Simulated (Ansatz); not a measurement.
The cluster Al2P2, relaxed as a singlet with RKS PBE-D4/def2-TZVP in Ansatz, starting from the GFN1-xTB geometry. Force threshold 0.02 eV/Å.

The structure comes from a short search, and lower isomers may exist.

Start:

Cartesian coordinates in Å:
```
Al 1.7001 -0.7039 -1.3199
Al -1.6992 0.7059 1.3195
P -0.6181 -0.7702 -0.3848
P 0.6172 0.7682 0.3852
```

```csv
step,energy (eV),largest force component (eV/Å),SCF passes
1,-31756.8100,0.512,15
2,-31756.8330,0.065,19
3,-31756.8332,0.005,20
```

Force components are those of the run's own axes.

End:

```xyz
4

Al    1.7247   -0.7149   -1.3392
Al   -1.7246    0.7155    1.3389
P    -0.6049   -0.7534   -0.3767
P     0.6049    0.7529    0.3770
```

By distances, no bond broke or formed. The bond that changes most is P3–P4, from 2.12 to 2.07 Å (atoms count from 1).

No frequencies were taken in this run, so the end may be a saddle point.

Run time 1.3 s (4 threads of Intel Xeon 6975P-C on a shared host).
